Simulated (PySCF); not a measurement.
Gas-phase reaction: Ga(CH3)2NH2 + C3H4 (allene) → Ga(CH3)3.NH3 + 2 C

Method: PySCF energies plus ideal-gas RRHO corrections (1 bar). † marks an energy on the PBE0/def2-TZVP geometry and frequencies; other levels use their own. CCSD(T) freezes the core. 6-31G* has spherical d functions here. Open shells (unrestricted): C (multiplicity 3); the rest are closed-shell singlets. Spin-orbit splitting is ignored; it lowers the true energy and changes the entropy of C. B3LYP is the form with VWN-RPA correlation. Ga: all electrons, no relativistic terms. Adducts (Ga(CH3)3.NH3) have no counterpoise correction, and HF, PBE, BLYP, B3LYP and PBE0 lack dispersion. Ga(CH3)2NH2: computed as isolated molecules; such fragments, hydroxides, amides, oligomers or adducts are transient or little studied in the gas. CCSD(T) isn't extrapolated to the basis-set limit.

| level | ΔH°(298 K), kJ |
|---|---|
| B3LYP/6-31G* | [?] |
| CCSD(T)/def2-SVP† | 1110 |
| PBE/def2-SVP | 1275 |
| PBE/def2-TZVP† | [?] |
| r2SCAN/def2-TZVP† | 1189 |
| ωB97M-V/def2-TZVP† | [?] |

Problem. Some entries are withheld; supply them.

Solution. 
- B3LYP/6-31G*, ΔH°(298 K), kJ: 1175
- PBE/def2-TZVP†, ΔH°(298 K), kJ: 1264
- ωB97M-V/def2-TZVP†, ΔH°(298 K), kJ: 1175
